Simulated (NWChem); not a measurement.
Lowest excitation of CHCl

```xyz
3

C      1.0579    -0.5466     0.0000
Cl    -0.4752     0.1724     0.0000
H      1.7315     0.3489     0.0000
```
Charge 0, spin multiplicity 1.

Program: NWChem. Structure: optimised with PBE0/def2-SVP, a minimum by its harmonic frequencies.

Basis set: aug-cc-pVDZ.

The cost column gives rough processor time relative to EOM-CCSD; each entry includes its own SCF.

The correlated methods keep 6 core orbitals frozen. B3LYP has NWChem's definition, with VWN1-RPA local correlation. GW and range-separated runs recompute their integrals, the others keep them in memory, which bears on the times. The structure started from a generated list of species. Coupled-cluster values serve here as a point of comparison, not as the truth.

```tsv
method	lowest vertical singlet excitation energy (eV)	relative cost
TDA-CAM-B3LYP	___	4
EOM-CCSD	2.04	1
CIS	___	4
TD-B3LYP	1.78	5
TD-PBE	___	under 3
```

### Question
Fill in the missing entries.

### Answer

- TDA-CAM-B3LYP, lowest vertical singlet excitation energy (eV): 1.94
- CIS, lowest vertical singlet excitation energy (eV): 2.13
- TD-PBE, lowest vertical singlet excitation energy (eV): 1.69
